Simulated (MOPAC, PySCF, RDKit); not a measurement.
Dimer: hydrogen isocyanide (SMILES [C-]#[NH+]) (first 3 atoms) with CH4O (SMILES CO); geometry from B3LYP-D3(BJ)/def2-TZVP, rigid monomers moved along the line of their centres of mass till H3···O5 is 2.01 Å.
(charge 0, multiplicity 1):
```xyz
9

C     -0.1128    -0.6285    -0.2560
N     -0.1368    -0.1825     0.8177
H     -0.1669     0.1986     1.7661
C     -0.0966    -0.2917     4.6674
O     -0.1969     0.7547     3.6957
H      0.2576     0.0965     5.6247
H      0.6320    -1.0028     4.2840
H     -1.0520    -0.8029     4.8072
H     -0.8464     1.4041     3.9838
```

Counterpoise-corrected where a basis set is named; no monomer relaxation. Rows marked so take none.

Rows in STO-3G carry no dispersion term and start afresh at each structure. The state that PM6 reach isn't checked.

Codes used: MOPAC for PM6 (differences of heats of formation); PySCF for STO-3G rows; RDKit for the force fields. Each number belongs to the level named beside it.

Problem. One of these levels gives -355.6 meV for the interaction energy. Which one is it?
A) MMFF94
B) PM6
C) HF/STO-3G (no counterpoise)

Solution. C, HF/STO-3G (no counterpoise). The others give -319.5 (MMFF94), -191.0 (PM6)
